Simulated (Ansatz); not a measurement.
CH3S, doublet, geometry from GFN2-xTB. Base run: BLYP/3-21G (Ansatz, a first-principles code).

The Ansatz input:
Ansatz 0.2 input:
```yaml
crystal:
  periodic: [false, false, false]
  atoms:
    - {symbol: C, position_ang: [0.01437225, 1.10467196, 0.00732222]}
    - {symbol: S, position_ang: [-0.00894335, -0.68739846, -0.00455636]}
    - {symbol: H, position_ang: [1.04719307, 1.44329523, 0.02596812]}
    - {symbol: H, position_ang: [-0.50936900, 1.45780609, 0.89203890]}
    - {symbol: H, position_ang: [-0.48096403, 1.46924225, -0.88903858]}
basis:
  gaussian:
    orbitals: 3-21G.json
hamiltonian:
  xc: blyp
magnetization: {spin_polarized: true, initial_magnetization: 1}
```
The basis file holds 3-21G in the JSON format of the Basis Set Exchange.

The base run was repeated with changes; each row names its change, and settings that it needs were set with it.

```json
[
 {"change": "base", "ΔE vs base (mEh)": "0.000"},
 {"change": "forces = on", "ΔE vs base (mEh)": "0.000"},
 {"change": "lower_state_search = light", "ΔE vs base (mEh)": "0.000"},
 {"change": "final_grid = 14, 28, 59", "ΔE vs base (mEh)": "0.000"},
 {"change": "final_grid = 10, 20, 41", "ΔE vs base (mEh)": "0.000"},
 {"change": "nuclear_model = gaussian", "ΔE vs base (mEh)": "0.250"},
 {"change": "fitting.mean_field = cc-pVTZ-JKFIT", "ΔE vs base (mEh)": "-0.194"},
 {"change": "final_grid = 4, 8, 17", "ΔE vs base (mEh)": "-0.101"},
 {"change": "lower_state_search = full", "ΔE vs base (mEh)": "0.000"},
 {"change": "point_charge = charge:1.0 position_ang:-1.5363, -2.2129, -3.0147", "ΔE vs base (mEh)": "-13.824"},
 {"change": "point_charge = charge:0.5 position_ang:2.0618, 1.4142, -4.1372", "ΔE vs base (mEh)": "0.381"}
]
```
